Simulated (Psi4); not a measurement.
A dimer, CH3Cl ··· F4Si (SMILES CCl and F[Si](F)(F)F); the first 5 atoms form monomer A.

```
10

C     -0.1536    -0.0082     0.0022
Cl     1.6381     0.0879    -0.0230
H     -0.4544    -0.5474     0.8953
H     -0.4802    -0.5348    -0.8894
H     -0.5499     1.0025     0.0150
F      1.0296    -3.0617     0.9792
Si     1.7961    -3.4392    -0.3347
F      1.0527    -2.8207    -1.5679
F      3.2572    -2.8759    -0.2677
F      1.8437    -4.9988    -0.4821
```

What interaction energy does SAPT0/jun-cc-pVDZ, frozen core (Psi4) give, and which attractive term is the largest?

Total -1.35 kcal/mol: electrostatics -3.16, exchange 3.90, induction -0.46, dispersion -1.63. The most attractive term is electrostatics.
